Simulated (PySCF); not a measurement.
Fractional electron number in Li(2+) (lithium, charge +2)

The 1s alpha orbital of 1s1 is emptied in steps (occupation f), with all orbitals relaxed, ending at no electrons. All numbers are calculated (PySCF 2.14, the non-relativistic Hamiltonian (point nucleus), in def2-TZVPPD). The exact energy is a straight line in f; departures are measured from the line between the end points of the same method.

Among UHF, BHandHLYP, wB97X, which shows the largest delocalisation error (convex curve), and which is closest to linear?

Most convex: wB97X (-2.824 eV at f = 0.5); closest to linear: UHF (0.000 eV).

```json
{"f": "1", "UHF (eV)": "0.000", "BHandHLYP (eV)": "0.000", "wB97X (eV)": "0.000"}
{"f": "0.9", "UHF (eV)": "0.000", "BHandHLYP (eV)": "-0.830", "wB97X (eV)": "-1.085"}
{"f": "0.7", "UHF (eV)": "0.000", "BHandHLYP (eV)": "-1.884", "wB97X (eV)": "-2.467"}
{"f": "0.5", "UHF (eV)": "0.000", "BHandHLYP (eV)": "-2.156", "wB97X (eV)": "-2.824"}
{"f": "0.3", "UHF (eV)": "0.000", "BHandHLYP (eV)": "-1.694", "wB97X (eV)": "-2.220"}
{"f": "0.1", "UHF (eV)": "0.000", "BHandHLYP (eV)": "-0.618", "wB97X (eV)": "-0.824"}
{"f": "0", "UHF (eV)": "0.000", "BHandHLYP (eV)": "0.000", "wB97X (eV)": "0.000"}
```

| method | E(f=0) − E(f=1) (eV) | −ε at f=1 (eV) | −ε at f=0.5 (eV) |
| --- | --- | --- | --- |
| UHF | 122.41 | 122.41 | 122.41 |
| BHandHLYP | 122.31 | 113.00 | 122.84 |
| wB97X | 122.46 | 110.30 | 123.16 |

As f goes to zero the orbital energy of a semilocal functional can turn back, because the density of that orbital vanishes from the exchange-correlation potential.

Reference removal energy between the ground levels: 122.45 eV (theoretical estimate listed by NIST; NIST Atomic Spectra Database, ionization energies). UHF lacks correlation.
